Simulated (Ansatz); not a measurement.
Start from `Br[SiH]1CCO1` and change one atom or group to get `O[SiH]1CCO1`.

Ansatz, PBE0-D4/def2-TZVP geometries, multiplicity 1. Each molecule was computed in one conformer, which needn't be the lowest.

Scalar relativity is left out up to krypton.

```tsv
property	`Br[SiH]1CCO1`
HOMO–LUMO gap (ωB97M-V/def2-TZVPP) / eV	12.09
size of the dipole moment (B3LYP/def2-TZVPP) / D	2.42
HOMO energy (B3LYP/def2-TZVPP) / eV	-7.98
LUMO energy (PBE/def2-TZVPP) / eV	-0.93
HOMO–LUMO gap (PBE0/def2-TZVPP) / eV	8.16
LUMO energy (B3LYP/def2-TZVPP) / eV	-0.25
```

Task: What does the change do to each property? (An estimate is asked.)

Result: Computed: 
| property | `O[SiH]1CCO1` | shift |
| --- | --- | --- |
| HOMO–LUMO gap (ωB97M-V/def2-TZVPP) / eV | 12.54 | 0.45 |
| size of the dipole moment (B3LYP/def2-TZVPP) / D | 2.24 | -0.18 |
| HOMO energy (B3LYP/def2-TZVPP) / eV | -7.77 | 0.21 |
| LUMO energy (PBE/def2-TZVPP) / eV | -0.09 | 0.84 |
| HOMO–LUMO gap (PBE0/def2-TZVPP) / eV | 8.79 | 0.63 |
| LUMO energy (B3LYP/def2-TZVPP) / eV | 0.43 | 0.68 |

With PBE0 the HOMO rises by 0.22 eV and the LUMO rises by 0.85 eV, so the gap widens by about 0.63 eV. PBE moves the HOMO by 0.32 eV and ωB97M-V by 0.11 eV. Dipoles are sizes alone; their direction can turn.

B3LYP here is the variant with VWN-RPA as its local correlation; programs differ in this.

Spin–orbit coupling is left out; it splits and shifts lone-pair levels of the heavy atoms by tenths of an eV.
